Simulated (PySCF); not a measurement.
**Screening table**

Computed, not measured: PySCF, GIAO BHandHLYP/pcSseg-1 magnetisability, rotational g tensor and spin-rotation constants, non-relativistic, gas phase. Geometry: GFN2-xTB.

Each molecule in one low-energy conformer.

The calculation is non-relativistic, which matters for the atoms heavier than Zn.

Problem. Give the isotropic susceptibility and related values for:
- CO/C(F)=C/OCC#N
- COc1nnc(C)cc1F
- C[C@@]1(F)OCO[C@@H]1C#N
- C[C@@]1(F)OCO[C@H]1C#N
- CP(C)(=[Se])c1ccc(F)cc1
- N#C[C@H]1CO[C@H](F)OC1

Solution. 
```
               molecule  χ, cgs (10⁻⁶ cm³/mol)  magnetisability anisotropy (10⁻³⁰ J/T²)
        CO/C(F)=C/OCC#N                  -69.5                                      189
         COc1nnc(C)cc1F                  -77.9                                      893
C[C@@]1(F)OCO[C@@H]1C#N                  -72.8                                      146
 C[C@@]1(F)OCO[C@H]1C#N                  -72.7                                      162
CP(C)(=[Se])c1ccc(F)cc1                 -135.1                                     1072
 N#C[C@H]1CO[C@H](F)OC1                  -69.4                                       70
```
